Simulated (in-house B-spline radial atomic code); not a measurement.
Radial electron density of Hg⁺, [Xe] 4f14 5d10 6s1. Computed with a radial B-spline atomic code at the basis-set limit: scalar-relativistic (X2C) Hartree-Fock, spin-polarised, averaged over the determinants with the given up and down occupations, Fermi nucleus of rms radius 5.4648 fm.

One-electron X2C: radii and densities carry no picture-change correction, so inner-shell <1/r> comes out high (for 1s by about 2 % at Z = 33, 5 % at 54, 10 % at 75, 30 % at 118) and <r> low.

Columns: r (bohr), 4πr²n(r) (electrons per bohr), bar.

```
0.000313    3.987 #
0.000391    5.383 ##
0.000489    7.247 ##
0.000611    9.699 ###
0.000765    12.95 ####
0.000956    17.14 #####
  0.0012    22.65 #######
  0.0015     29.5 #########
 0.00187    37.89 ###########
 0.00234    48.19 ##############
 0.00292    60.05 ##################
 0.00366    73.49 ######################
 0.00457    87.19 ##########################
 0.00572    100.2 #############################
 0.00715    110.3 ################################
 0.00894    115.6 ##################################
  0.0112    114.8 ##################################
   0.014    108.6 ################################
  0.0175    100.8 ##############################
  0.0219    97.74 #############################
  0.0274    105.8 ###############################
  0.0342    124.7 #####################################
  0.0428    144.7 ##########################################
  0.0535    150.1 ############################################
  0.0669    135.6 ########################################
  0.0837    118.2 ###################################
   0.105    121.4 ####################################
   0.131      138 ########################################
   0.164    132.5 #######################################
   0.205    98.11 #############################
   0.256     76.9 #######################
    0.32    87.01 ##########################
     0.4    90.35 ##########################
     0.5    65.17 ###################
   0.626     36.9 ###########
   0.783    25.14 #######
   0.979     21.2 ######
    1.22     15.7 #####
    1.53    9.203 ###
    1.91    4.622 #
    2.39    2.045 #
    2.99   0.7902 
    3.74   0.2491 
    4.68  0.05728 
    5.85 0.008452 
    7.32 0.0006654 
    9.15 2.366e-05
```

On this grid the curve has 4 maxima, near 0.00894, 0.0535, 0.131, 0.4 bohr.

The 5d down radial function P(r) = rR(r), positive near the nucleus:

| r (bohr) | P |
| --- | --- |
| 0.00572 | 0.001009 |
| 0.00894 | 0.003213 |
| 0.014 | 0.009963 |
| 0.0219 | 0.02901 |
| 0.0342 | 0.07599 |
| 0.0535 | 0.1686 |
| 0.0837 | 0.2801 |
| 0.131 | 0.2581 |
| 0.205 | -0.07646 |
| 0.32 | -0.4375 |
| 0.5 | -0.1487 |
| 0.783 | 0.625 |
| 1.22 | 0.9225 |
| 1.91 | 0.5948 |
| 2.99 | 0.204 |
| 4.68 | 0.03192 |
| 7.32 | 0.001471 |
